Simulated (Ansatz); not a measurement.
Rb3Br3⁺. The state is a doublet with charge 1. Geometry PBE-D4/def2-SVP.

```xyz
6

Rb    3.642   -1.722    1.573
Rb   -0.972   -0.302   -3.062
Rb   -2.108    1.751    1.817
Br    0.821   -0.005    1.819
Br    1.548   -1.116   -0.922
Br   -2.930    1.394   -1.226
```

In the def2 sets Rb takes a core potential; there is no spin–orbit coupling. HSE06 is defined as in plane-wave codes, on full-range PBE exchange. At PBE-D4/def2-SVP an occupied level of the charge 1 doublet lies above an empty one (by up to 0.00 eV), so this SCF solution is probably not the lowest. At PBE-D4/def2-SVP, PBE-D4/def2-TZVP, r2SCAN-D4/def2-TZVP the gap within one spin of the charge 1 doublet nearly closes, so an electron or hole may be smeared out by delocalisation error. The geometry of the doublet was relaxed on an unsound state (an occupied level 0.00 eV above an empty one). The structure comes from a short search, and lower isomers may exist.

**Question.** Estimate the α-spin orbital energies around the gap (eV) in Ansatz with PBE-D4/def2-SVP, PBE-D4/def2-TZVP, r2SCAN-D4/def2-TZVP, PBE0-D4/def2-SVP, HSE06-D4/def2-TZVP.

**Answer.** 
```csv
orbital,PBE-D4/def2-SVP,PBE-D4/def2-TZVP,r2SCAN-D4/def2-TZVP,PBE0-D4/def2-SVP,HSE06-D4/def2-TZVP
HOMO−13,-18.60,-18.59,-19.10,-20.23,-19.82
HOMO−12,-18.55,-18.55,-19.05,-20.20,-19.80
HOMO−11,-18.53,-18.52,-19.03,-20.18,-19.77
HOMO−10,-18.50,-18.50,-18.99,-20.14,-19.74
HOMO−9,-18.23,-18.23,-18.70,-19.83,-19.45
HOMO−8,-10.87,-10.98,-11.51,-12.70,-12.32
HOMO−7,-9.90,-9.99,-10.42,-11.50,-11.13
HOMO−6,-9.52,-9.66,-10.11,-11.15,-10.81
HOMO−5,-9.41,-9.50,-9.92,-10.98,-10.60
HOMO−4,-8.95,-9.09,-9.53,-10.55,-10.21
HOMO−3,-8.58,-8.70,-9.22,-10.24,-9.89
HOMO−2,-8.26,-8.30,-8.35,-9.03,-8.74
HOMO−1,-7.96,-8.03,-8.10,-8.74,-8.48
HOMO,-7.94,-8.01,-8.04,-8.64,-8.39
LUMO,-4.29,-4.28,-3.51,-3.82,-4.09
LUMO+1,-3.69,-3.68,-2.89,-3.11,-3.39
LUMO+2,-3.46,-3.45,-2.66,-2.90,-3.18
LUMO+3,-2.50,-2.52,-2.00,-2.24,-2.43
LUMO+4,-2.50,-2.51,-1.96,-2.21,-2.43
LUMO+5,-2.38,-2.41,-1.84,-2.03,-2.27
β HOMO,-7.84,-7.92,-8.00,-8.64,-8.39
β LUMO,-7.84,-7.92,-8.00,-7.37,-7.74
```
